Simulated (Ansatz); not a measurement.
Ideal-gas functions of `C=[CH][SnH2][Cl]` at 500 K and 1 bar, from an Ansatz frequency run at PBE0-D4/def2-TZVP.

Molar mass 183.23 g/mol, point group C1 (symmetry number 1), electronic degeneracy 1, moments of inertia 92.644, 279.781, 347.979 u Å². Harmonic wavenumbers (cm⁻¹, unscaled): 55, 115, 227, 364, 400, 477, 521, 569, 641, 697, 1001, 1008, 1036, 1271, 1437, 1664, 1955, 1963, 3125, 3166, 3207.

Use S(trans) = R[1.5 ln M + 2.5 ln T − 1.1517]; rotational temperatures θ = 24.2544 K / I; S(rot) = R[ln(√π/σ · √(T³/θAθBθC)) + 1.5]; for each mode x = 1.438777 ν̃/T, S = R[x/(eˣ − 1) − ln(1 − e⁻ˣ)] and H = RT x/(eˣ − 1); 1 cm⁻¹ = 0.0119627 kJ/mol; R = 8.31446 J/(mol·K).

Question: By hand: the entropy, in J/(mol·K).

Answer: Translation 184.6. Rotation: θ = 0.2618, 0.0867, 0.0697 K, giving 121.5. Vibration, mode by mode: 23.65, 17.55, 12.00, 8.30, 7.59, 6.30, 5.68, 5.09, 4.31, 3.79, 1.90, 1.87, 1.76, 1.02, 0.69, 0.40, 0.20, 0.20, 0.01, 0.01, 0.01, in all 102.3. Electronic 0.0. Sum 408.4 J/(mol·K).

Question: By hand: H − E and G − E in kJ/mol, counted from the electronic energy.

Answer: Zero-point energy ½ × 24899 × 0.0119627 = 148.9; thermal vibration 26.1; translation, rotation and pV give 4 RT = 16.6. H − E = 191.6 kJ/mol, and G − E = 191.6 − 500 × 408.4/1000 = -12.6 kJ/mol.

Vibration gives 25 % of the entropy, 41.2 J/(mol·K) of it from the modes under 150 cm⁻¹: soft modes count most, and the harmonic formula is weakest for them. The sum counts one conformer and one mirror image; others add a mixing term.
